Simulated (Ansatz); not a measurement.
Spectroscopic constants of Na2+, multiplicity 2 (lowest of 2S+1 = 2, 4 at CCSD(T)/def2-TZVPP on PBE0 minima; our sources give no spin for the ground state, which may be another).

The constants come from a fifth-degree fit in 1/R (seven points, main isotopes). Runs in def2 and cc sets follow the lowest solution found near the PBE0 minimum.

The values were computed with Ansatz (a program for electronic structure). Values without a source in brackets are computed.

Energies at r2SCAN/def2-TZVPP:

```csv
R (Å),E (hartree)
3.396345,-324.33622145
3.487645,-324.33662800
3.571640,-324.33681175
3.666592,-324.33683129
3.761543,-324.33668111
3.871103,-324.33633271
3.998922,-324.33573557
```

**Question.** With a reduced mass of 11.4949 u, find the minimum, the force constant and the constants.

**Answer.** A fifth-degree polynomial in 1/R puts the minimum at r_e = 3.6286 Å with force constant 8.77 N/m. Then ω_e = (1/2πc)√(k/μ) = 114 cm⁻¹ and B_e = h/(8π²cμr_e²) = 0.1114 cm⁻¹; the cubic and quartic terms give α_e = 0.00076 and ω_e x_e = 0.54 cm⁻¹.
